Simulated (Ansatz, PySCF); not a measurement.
Si(Me)(OH)2(PH2) (CH7O2PSi), SMILES C[Si](P)(O)O. Atoms are numbered in the order given.

```xyz
12

C      1.9501     0.0483    -0.5052
Si     0.2250     0.2554     0.1624
O     -0.4391     1.7214    -0.2723
O      0.3830     0.1102     1.8148
P     -1.3145    -1.2173    -0.5807
H      2.3539    -0.9403    -0.2393
H      1.9634     0.1461    -1.6009
H      2.6240     0.8092    -0.0789
H      0.1041     2.4979    -0.1042
H     -0.4370     0.1478     2.3169
H     -1.0582    -0.9284    -1.9556
H     -0.3995    -2.3146    -0.5397
```
Charge 0, spin multiplicity 1.

Coordinates come from a PBE0-D3(BJ)/def2-SVP optimisation. This is a generated structure with no PubChem entry under its InChIKey; it may be hypothetical. Other conformers were not sampled.

Two levels are set side by side: PBE-D3(BJ)/def2-SVP (Ansatz, an electronic-structure program) and PBE0-D3(BJ)/def2-SVP (Ansatz). Each level has its own optimised geometry; the coordinates shown are those of the second. Frequencies come from the Hessian of PySCF at each geometry. Differences are taken from unrounded values.

| quantity | PBE0-D3(BJ) | PBE-D3(BJ) | PBE-D3(BJ) minus PBE0-D3(BJ) |
|---|---|---|---|
| mean bond length (Å) | 1.412 | 1.425 | 0.013 |
| bond C1–Si2 (Å) | 1.861 | 1.874 | 0.013 |
| bond Si2–O3 (Å) | 1.667 | 1.685 | 0.018 |
| bond Si2–O4 (Å) | 1.666 | 1.684 | 0.018 |
| bond Si2–P5 (Å) | 2.256 | 2.274 | 0.017 |
| bond C1–H6 (Å) | 1.100 | 1.108 | 0.008 |
| bond C1–H7 (Å) | 1.100 | 1.108 | 0.008 |
| bond C1–H8 (Å) | 1.102 | 1.110 | 0.008 |
| bond O3–H9 (Å) | 0.962 | 0.974 | 0.012 |
| bond O4–H10 (Å) | 0.962 | 0.974 | 0.011 |
| bond P5–H11 (Å) | 1.428 | 1.441 | 0.013 |
| bond P5–H12 (Å) | 1.429 | 1.442 | 0.012 |
| highest harmonic wavenumber (cm⁻¹) | 3923 | 3753 | -170 |
| mean harmonic wavenumber (cm⁻¹) | 1225 | 1184 | -42 |
| zero-point energy (kcal/mol) | 52.56 | 50.77 | -1.79 |

GGA bonds tend to be longer and softer than those of functionals with exact exchange. Differences between two approximate levels are no errors against the true value.
